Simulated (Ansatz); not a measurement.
System: SnI2, charge 0, singlet. SnI2 (SMILES [I][Sn][I]).
B3LYP-D3(BJ)/def2-TZVP minimum from Ansatz (an electronic-structure program):
```xyz
3

Sn     0.0121     0.0019     1.1958
I      1.0631    -1.8353    -0.5720
I     -1.0745     1.8335    -0.5562
```

Total energies in hartree (Ansatz). UHF or UKS for unpaired electrons; spin-orbit terms are left out. Cores are frozen in correlated methods (noble-gas shells, and filled d and f shells in the p block). Past Kr the def2 sets carry scalar-relativistic core potentials. Spin-orbit terms, left out, reach several kcal/mol for Br and I, and more for heavier atoms.

| species | HF/def2-TZVPP | CCSD(T)/def2-TZVPP | HF/def2-QZVPP | CCSD(T)/def2-QZVPP | CCSDT(Q)/def2-TZVPP |
|---|---|---|---|---|---|
| 1: SnI2 (SMILES [I][Sn][I]) | -806.79609 | -807.19364 | -806.80023 | -807.24721 | -807.19602 |
| 2: Sn (triplet) | -213.33992 | -213.39742 | -213.34066 | -213.40091 | -213.39789 |
| 3: I (doublet) | -296.65857 | -296.79430 | -296.65973 | -296.81374 | -296.79495 |

### Question
Work out the atomisation energy (electronic, to ground-state atoms) in kcal/mol: take Hartree-Fock from def2-QZVPP, extrapolate the CCSD(T) correlation energy as X^-3 (X = 3, 4), and add CCSDT(Q) - CCSD(T) in def2-TZVPP. 1 hartree = 627.51 kcal/mol.

### Answer

Species 1: correlation (64·(-0.44698) - 27·(-0.39755))/37 = -0.48305; step -0.00238; E1 = -806.80023 + (-0.48305) + (-0.00238) = -807.28566
Species 2: correlation (64·(-0.06025) - 27·(-0.05750))/37 = -0.06226; step -0.00047; E2 = -213.34066 + (-0.06226) + (-0.00047) = -213.40339
Species 3: correlation (64·(-0.15401) - 27·(-0.13573))/37 = -0.16735; step -0.00065; E3 = -296.65973 + (-0.16735) + (-0.00065) = -296.82773
-1·E1 +1·E2 +2·E3 = 0.22681 hartree = 142.3 kcal/mol.
